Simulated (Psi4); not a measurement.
Approach curve of the dimer HCl ··· HCl (SMILES Cl and Cl), singlet. Monomers: optimised at B3LYP-D3(BJ) (def2-TZVP), held rigid. Orientation: lowest of the rigid-body minima from ten starts at GFN2-xTB. R is the distance of the centres of mass, along which the second monomer moves.

Levels of theory: SAPT0/jun-cc-pVDZ, frozen core (Psi4); wB97X-D/def2-TZVP, counterpoise-corrected (Psi4); CCSD(T)/aug-cc-pVDZ = Psi4 with DF-CCSD(T)/aug-cc-pVDZ, frozen core, counterpoise-corrected.

Interaction energies in kJ/mol:

| R / Å | SAPT0/jun-cc-pVDZ | wB97X-D/def2-TZVP |
|---|---|---|
| 2.92 | 51.97 | 48.87 |
| 3.11 | 21.89 | 17.41 |
| 3.28 | 7.77 | 3.23 |
| 3.50 | -1.11 | -4.73 |
| 3.69 | -4.26 | -6.83 |
| 3.92 | -5.31 | -6.90 |
| 4.19 | -4.86 | -5.83 |
| 4.49 | -3.81 | -4.43 |
| 4.97 | -2.35 | -2.70 |
| 5.71 | -1.14 | -1.24 |
| 6.69 | -0.50 | -0.51 |
| 8.03 | -0.19 | -0.19 |

Task: Estimate the CCSD(T)/aug-cc-pVDZ values at these points.

Result: 2.92: 60.16; 3.11: 24.82; 3.28: 8.37; 3.50: -1.72; 3.69: -5.13; 3.92: -6.14; 4.19: -5.53; 4.49: -4.29; 4.97: -2.61; 5.71: -1.20; 6.69: -0.50; 8.03: -0.19 (kJ/mol).
